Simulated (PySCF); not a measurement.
Species: C₃H₉GaO.
Atom-mapped SMILES: `[CH3:1][CH:2]([CH3:3])[O:4][GaH2:5]` (hydrogens: H6, H7, H8 on C1; H9 on C2; H10, H11, H12 on C3; H13, H14 on Ga5)

A GFN2-xTB structure was refined with PBE0-D3(BJ)/def2-SVP geometry optimisation, gas phase in PySCF. Its GFN2-xTB values:

```tsv
coordinate	GFN2-xTB
C1–C2	1.493 Å
C1–H6	1.005 Å
C2–O4	1.528 Å
C2–H9	1.070 Å
O4–Ga5	1.597 Å
Ga5–H13	1.598 Å
C1–C2–C3	114.2°
C1–C2–O4	107.2°
C2–O4–Ga5	152.3°
C1–C2–O4–Ga5	-65°
```

Problem. How do these coordinates change at the PBE0-D3(BJ)/def2-SVP level?

Solution. 
```tsv
coordinate	PBE0-D3(BJ)/def2-SVP (Å or °)	change
O4–Ga5	1.787	+0.190
C2–O4	1.407	-0.121
C1–H6	1.100	+0.095
C2–H9	1.107	+0.037
Ga5–H13	1.567	-0.031
C1–C2	1.522	+0.029
C2–O4–Ga5	128.3	-24.0
C1–C2–O4	111.4	+4.2
C1–C2–C3	112.2	-2.0
C1–C2–O4–Ga5	-63	+2
```

The energy falls by 138.7 kJ/mol over 8 energy and gradient evaluations, the largest force component goes from 0.1820 to 2.4e-04 Eh/bohr, and the atoms move by 0.260 Å rms after alignment. The bond that changes most is O4–Ga5 (ends: oxygen bonded to C and Ga; gallium bonded to O and 2 H), which lengthens by 0.190 Å. Bonds longer at the end by more than 0.005 Å: 7 of 13; shorter: 5. Rotational constants go from 6843, 1554, 1399 to 6144, 1729, 1584 MHz.

The run used 133 basis functions and 56 SCF cycles in all.

Not checked by PBE0-D3(BJ)/def2-SVP frequencies. One conformer, not necessarily the lowest.

The values belong to the conformer `[CH3:1][CH:2]([CH3:3])[O:4][GaH2:5]`: C1–C2–O4–Ga5 -63°.
